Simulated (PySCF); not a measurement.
CH₃O, doublet, at a GFN2-xTB geometry; HF/6-31G* run with PySCF.

Input for PySCF:
```python
from pyscf import gto, scf

mol = gto.Mole()
mol.atom = '''
    C    -0.634119    0.245346    0.097239
    O     0.590776   -0.335222   -0.063726
    H    -1.457005   -0.424712   -0.044856
    H    -0.748046    1.304954   -0.034532
    H     1.283558    0.329461    0.005765
'''
mol.basis = '6-31g*'
mol.charge = 0
mol.spin = 1
mol.verbose = 4
mol.build()

mf = scf.UHF(mol)
mf.kernel()
```

What the program printed (banner, timings and long lists left out):

```
PySCF version 2.14.0

[INPUT] verbose = 4
[INPUT] num. atoms = 5
[INPUT] num. electrons = 17
[INPUT] charge = 0
[INPUT] spin (= nelec alpha-beta = 2S) = 1
[INPUT] symmetry False subgroup None
[INPUT] Mole.unit = angstrom
[INPUT] Symbol           X                Y                Z      unit          X                Y                Z       unit  Magmom
[INPUT]  1 C     -0.634119000000   0.245346000000   0.097239000000 AA   -1.198311240383   0.463636745758   0.183755078627 Bohr   0.0
[INPUT]  2 O      0.590776000000  -0.335222000000  -0.063726000000 AA    1.116404840966  -0.633477770929  -0.120424687014 Bohr   0.0
[INPUT]  3 H     -1.457005000000  -0.424712000000  -0.044856000000 AA   -2.753340412122  -0.802589361816  -0.084765555043 Bohr   0.0
[INPUT]  4 H     -0.748046000000   1.304954000000  -0.034532000000 AA   -1.413602068576   2.466005665156  -0.065256022533 Bohr   0.0
[INPUT]  5 H      1.283558000000   0.329461000000   0.005765000000 AA    2.425573084994   0.622591058725   0.010894271108 Bohr   0.0

nuclear repulsion = 35.3488991047022
number of shells = 18
number of NR pGTOs = 66
number of NR cGTOs = 34
basis = 6-31g*
ecp = {}

******** <class 'pyscf.scf.uhf.UHF'> ********
method = UHF
initial guess = minao
damping factor = 0
level_shift factor = 0
DIIS = <class 'pyscf.scf.diis.CDIIS'>
diis_start_cycle = 1
diis_space = 8
diis_damp = 0
SCF conv_tol = 1e-09
SCF conv_tol_grad = None
SCF max_cycles = 50
direct_scf = True
direct_scf_tol = 1e-13
number electrons alpha = 9  beta = 8
Set gradient conv threshold to 3.16228e-05
init E= -114.444618677297

cycle= 1 E= -114.359976967339  delta_E= 0.0846  |g|= 0.301  |ddm|= 1.35
cycle= 2 E= -114.396269876933  delta_E= -0.0363  |g|= 0.147  |ddm|= 0.27
cycle= 3 E= -114.40506886079  delta_E= -0.0088  |g|= 0.0394  |ddm|= 0.106
cycle= 4 E= -114.406233865204  delta_E= -0.00117  |g|= 0.0122  |ddm|= 0.0406
cycle= 5 E= -114.406460915289  delta_E= -0.000227  |g|= 0.00619  |ddm|= 0.0207
cycle= 6 E= -114.406536562229  delta_E= -7.56e-05  |g|= 0.00237  |ddm|= 0.0146
cycle= 7 E= -114.406546705743  delta_E= -1.01e-05  |g|= 0.000883  |ddm|= 0.00581
cycle= 8 E= -114.406548002985  delta_E= -1.3e-06  |g|= 0.000262  |ddm|= 0.00223
cycle= 9 E= -114.406548113438  delta_E= -1.1e-07  |g|= 9.37e-05  |ddm|= 0.000633
cycle= 10 E= -114.406548129553  delta_E= -1.61e-08  |g|= 3.59e-05  |ddm|= 0.000262
cycle= 11 E= -114.406548132205  delta_E= -2.65e-09  |g|= 8.35e-06  |ddm|= 0.00013
cycle= 12 E= -114.406548132324  delta_E= -1.19e-10  |g|= 3.01e-06  |ddm|= 2.06e-05
Extra cycle  E= -114.406548132335  delta_E= -1.15e-11  |g|= 1.88e-06  |ddm|= 5.46e-06
converged SCF energy = -114.406548132335  <S^2> = 0.76087854  2S+1 = 2.0108491
```
